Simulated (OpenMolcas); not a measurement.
Sb+: Slater's ratio, thermal populations, the spin-orbit constant, worked from levels

```json
{"Program": "OpenMolcas 26.06", "Basis": "ANO-RCC-VTZP [7s6p4d2f1g]", "Scalar Hamiltonian": "DKH2, point nucleus", "Active space": "4 electrons in 4 orbitals (5s 5p)", "State averaging": "2S+1 = 3 even, 3 roots; 2S+1 = 1 even, 6 roots; 2S+1 = 5 odd, 1 root; 2S+1 = 3 odd, 9 roots; 2S+1 = 1 odd, 8 roots", "Spin-orbit coupling": "RASSI with atomic mean-field integrals over the reference wave functions, term energies averaged over their components"}
```

Methods: CASSCF; SS-CASPT2, IPEA 0.25 Eh, imaginary shift 0.1 Eh (closed shells correlated: 4d). Measured levels: NIST Handbook of Basic Atomic Spectroscopic Data.

**Slater's ratio.** With one set of orbitals, p2 has 1D - 3P = 6 F2 and 1S - 1D = 9 F2 (F2 = F²/25), a ratio of 3/2. Term energies are centres of gravity, weighted by 2J + 1.

| Source | 1D - 3P | 1S - 3P | F2 from the first | Ratio |
| --- | --- | --- | --- | --- |
| CASSCF | 10578 | 19575 | 1763 | 0.851 |
| SS-CASPT2 | 8361 | 20387 | 1394 | 1.438 |
| measured | 8628 | 19744 | 1438 | 1.288 |

Energies in cm-1. A ratio away from 3/2 shows effects beyond one configuration with one set of orbitals, and in heavier atoms second-order spin-orbit shifts. In CASSCF the valence s occupation is 1.91 in 1S against 1.98 in 1D: mixing out of s² acts most on 1S and pulls it down.

**Thermal populations.** Z = Σ (2J + 1) exp(-E/kT) with k = 0.695035 cm-1/K, over the levels below. No other level of either list lies under 69100 cm-1, which is above 7 kT at each temperature.

```
       Level  2J + 1  SS-CASPT2  measured
 5s2 5p2 3P0       1        0.0       0.0
 5s2 5p2 3P1       3       2600      3055
 5s2 5p2 3P2       5       5010      5658
 5s2 5p2 1D2       5      12010     12790
 5s2 5p2 1S0       1      24040     23906
5s 5p3 5S* 2       5      49670     51723
5s 5p3 3D* 2       5      66280     66502
5s 5p3 3D* 1       3      66290     66292
5s 5p3 3D* 3       7      66910     67888
```

| T (K) | Z, SS-CASPT2 | Z, measured levels | Ground level (%), SS-CASPT2 | Ground level (%), measured levels |
| --- | --- | --- | --- | --- |
| 5000 | 3.761 | 3.354 | 26.6 | 29.8 |
| 8000 | 5.501 | 5.054 | 18.2 | 19.8 |
| 12000 | 7.197 | 6.768 | 13.9 | 14.8 |

At 12000 K, kT = 8340 cm-1, and the computed levels give Z = 1.000 + 2.197 + 2.742 + 1.185 + 0.056 + 0.013 + 0.002 + 0.001 + 0.002 = 7.197.

**The spin-orbit constant.** For the Hund term 3P of p2, E(J) = (A/2) J(J+1) + constant and ζ = 2S·A = 2A. From J = 0 to J = 2 the energy changes by 3 A.

```tsv
Source	E(2) - E(0)	A	ζ
CASSCF	5278.7	1759.6	3519
SS-CASPT2	5009.0	1669.7	3339
measured	5658.2	1886.1	3772
```

All in cm-1. SS-CASPT2 is off by -11.5 % and CASSCF by -6.7 %. Both methods take the spin-orbit matrix elements from the reference wave functions, so the second can move ζ only through the term energies and any multistate remixing. Second-order mixing with other terms is absorbed into this ζ.

CASPT2 does not keep the components of a term degenerate, so their means are used; among the terms shown or strongly mixed into the levels shown the widest spread is 190 cm-1 (5s 5p3 3D*, SS-CASPT2). Over all roots computed the reference weight is 0.84 to 0.94 in SS-CASPT2; the roots of lowest weight are the least certain, and an intruder state may touch them. Terms of s pⁿ other than that of highest spin mix with s² pⁿ⁻² d, which this space lacks; all of them can be thousands of cm-1 off, and some have no real level of that name. Computed and measured levels are paired by configuration, term and J; levels that our copy of the source lacks, or whose pairing is in doubt (as where it misses far off the trend of its configuration), stay unpaired and out of the deviations. Only configurations of the active space appear.

* marks odd parity.
